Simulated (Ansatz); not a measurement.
Basis sets compared for NiMe2 (C2H6Ni). The state is a triplet with charge 0. Geometry r2SCAN-D4/def2-TZVP. Ansatz on 2 threads of Intel Xeon Platinum 8488C on a shared host; times are rough, and most runs start from earlier orbitals.

```
atom   x (Å)   y (Å)   z (Å)
 Ni1  -0.556  -0.377   0.086
  C2   0.728  -1.308  -1.022
  H3   0.949  -0.736  -1.926
  H4   0.286  -2.272  -1.308
  H5   1.655  -1.491  -0.473
  C6  -0.730   1.307   1.022
  H7   0.060   1.419   1.770
  H8  -1.704   1.311   1.528
  H9  -0.688   2.146   0.323
```

The order of the spin states hangs on the level: the singlet lies 0.64 eV below the triplet at PBE-D4/def2-TZVP, but 0.06 eV above it at PBE0-D4/def2-TZVP.

Binding counts from free atoms (Ni triplet, C triplet, H doublet) in the same basis, without a counterpoise term.

| level | functions | energy (Eh) | HOMO (eV) | LUMO (eV) | binding per atom (eV) | wall time |
| --- | --- | --- | --- | --- | --- | --- |
| PBE-D4/def2-SVP | 89 | -1587.4706 | -4.73 | -4.51 | 3.59 | 3.3 s |
| PBE-D4/def2-TZVP | 143 | -1587.7902 | -4.94 | -4.78 | – | 2.7 s |
| PBE-D4/def2-TZVPD | 176 | -1587.7913 | -4.97 | -4.80 | 3.52 | 4.5 s |
| r2SCAN-D4/def2-TZVP (with forces) | 143 | -1588.0766 | -5.32 | -4.27 | – | 10 s |
| r2SCAN-D4/def2-TZVPD | 176 | -1588.0775 | -5.33 | -4.28 | 3.50 | 12 s |
| PBE0-D4/def2-SVP | 89 | -1587.4903 | -6.20 | -2.34 | 3.50 | 3.7 s |
| PBE0-D4/def2-TZVP | 143 | -1587.7949 | -6.34 | -2.68 | 3.44 | 9 s |
| PBE0-D4/def2-TZVPD | 176 | -1587.7958 | -6.35 | -2.69 | 3.44 | 11 s |

(1) Estimate the rows for PBE0-D4/def2-QZVPP.

Results:

(1) 
| level | functions | energy (Eh) | HOMO (eV) | LUMO (eV) | binding per atom (eV) | wall time |
| --- | --- | --- | --- | --- | --- | --- |
| PBE0-D4/def2-QZVPP | 394 | -1587.8381 | -6.35 | -2.66 | 3.45 | 83 s |
